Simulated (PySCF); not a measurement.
C₄H₇O₂, SMILES C[CH]OC(C)=O, multiplicity 2.

The structure is a stationary point at r2SCAN-D4/def2-SVP. The isomer is the one that the SMILES or the coordinates give; other isomers of the formula were not compared. The values are those of a single conformer.

Computed with PBE/def2-TZVP in PySCF.

The molecule is in vacuum.

- total energy = -306.80172 hartree
- α spin, highest occupied and lowest empty level = -4.11 and -0.90 eV
- β spin, highest occupied and lowest empty level = -6.42 and -2.44 eV
- dipole moment = 2.16 D
- quadrupole, principal values (traceless, Buckingham form, about the centre of nuclear charge) = -8.04, -0.77, 8.82 D·Å
- mean static polarisability = 61.3 bohr³ (9.09 Å³)
- polarisability, principal values = 43.4, 56.9, 83.7 bohr³
- ⟨S²⟩ = 0.753 (pure state 0.75)
